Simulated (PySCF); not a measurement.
Compound: C8H6ClP.
Atom-mapped SMILES: `[CH:1]#[C:2][PH:3][c:4]1[cH:5][cH:6][c:7]([Cl:8])[cH:9][cH:10]1` (hydrogens: H11 on C1; H12 on P3; H13 on C5; H14 on C6; H15 on C9; H16 on C10)

Structure used (PBE0-D3(BJ)/def2-SVP), in Å, numbered top down from 1:
```
atom  x, y, z in Å
C1    -4.0656   -1.1482    1.8553
C2    -3.5859   -1.0068    0.7468
P3    -2.9843   -0.9443   -0.9158
C4    -1.1619   -0.8552   -0.6598
C5    -0.5506   -0.6451    0.5802
C6     0.8362   -0.6041    0.6911
C7     1.6206   -0.7678   -0.4500
Cl8    3.3457   -0.7124   -0.3174
C9     1.0321   -0.9830   -1.6952
C10   -0.3554   -1.0368   -1.7900
H11   -4.4883   -1.2672    2.8366
H12   -3.2249    0.4510   -1.1189
H13   -1.1670   -0.5144    1.4727
H14    1.3152   -0.4419    1.6581
H15    1.6608   -1.1192   -2.5765
H16   -0.8145   -1.2285   -2.7644
```

Level: CAM-B3LYP/def2-SVPD in PySCF, non-relativistic, on one gas-phase PBE0-D3(BJ)/def2-SVP geometry that isn't relaxed in the solvent. The solvent is an IEF-PCM continuum (van der Waals radii × 1.2), and excitations are vertical TDDFT with non-equilibrium linear response and a frozen core. Only the electrostatic response of the medium enters.

Gas-phase singlets (H = HOMO, L = LUMO):

```csv
state,E (eV),λ (nm),f,leading configurations
S1,5.120,242,0.008,"H→L+1 57%, H-2→L 25%"
S2,5.179,239,0.120,"H→L 46%, H→L+2 22%"
S3,5.500,225,0.106,"H→L 41%, H→L+2 32%"
S4,5.965,208,0.062,"H→L+3 38%, H-1→L 14%"
S5,6.110,203,0.016,"H-1→L 38%, H-1→L+1 16%"
```

**Question.** How does the list change in cyclohexane (ε = 2.017)?

**Answer.** 
```json
{"state": "S1", "E (eV)": "5.129", "λ (nm)": "242", "f": "0.027", "leading configurations": "H→L+1 52%, H-2→L 23%", "change by rank (eV)": "+0.009"}
{"state": "S2", "E (eV)": "5.162", "λ (nm)": "240", "f": "0.180", "leading configurations": "H→L 50%, H→L+2 17%", "change by rank (eV)": "-0.017"}
{"state": "S3", "E (eV)": "5.489", "λ (nm)": "226", "f": "0.126", "leading configurations": "H→L+2 36%, H→L 35%", "change by rank (eV)": "-0.011"}
{"state": "S4", "E (eV)": "5.949", "λ (nm)": "208", "f": "0.091", "leading configurations": "H→L+3 40%, H-1→L 15%", "change by rank (eV)": "-0.016"}
{"state": "S5", "E (eV)": "6.103", "λ (nm)": "203", "f": "0.030", "leading configurations": "H-1→L 28%, H-2→L 22%", "change by rank (eV)": "-0.007"}
```

**Question.** How do the frontier levels move from gas to cyclohexane?

**Answer.** 
```tsv
orbital	gas (eV)	solvent (eV)	change (eV)	Löwdin shares, gas	Löwdin shares, solvent
LUMO+2	0.76	0.84	+0.08	P3 22 %, C1 20 %, C2 19 %, C4 7 %	P3 22 %, C1 20 %, C2 19 %, C4 8 %
LUMO+1	0.22	0.30	+0.08	C5 18 %, C9 18 %, C10 17 %, C6 17 %	C5 17 %, C10 17 %, C9 17 %, C6 17 %
LUMO	-0.01	0.06	+0.07	C4 18 %, C7 18 %, C5 10 %, C10 10 %	C4 18 %, C7 18 %, C5 10 %, C10 10 %
HOMO	-8.09	-8.04	+0.05	P3 26 %, C4 13 %, C7 10 %, Cl8 9 %	P3 26 %, C4 13 %, C7 10 %, Cl8 9 %
HOMO-1	-8.96	-8.93	+0.03	P3 17 %, Cl8 15 %, C4 12 %, C2 12 %	P3 16 %, Cl8 14 %, C4 12 %, C2 12 %
HOMO-2	-9.10	-9.03	+0.07	C6 23 %, C10 19 %, C5 19 %, C9 17 %	C6 23 %, C10 19 %, C5 18 %, C9 16 %
HOMO-3	-9.80	-9.76	+0.04	C2 40 %, C1 38 %, P3 6 %	C2 40 %, C1 38 %, P3 6 %, C4 4 %
```

The HOMO–LUMO gap goes from 8.08 to 8.10 eV.
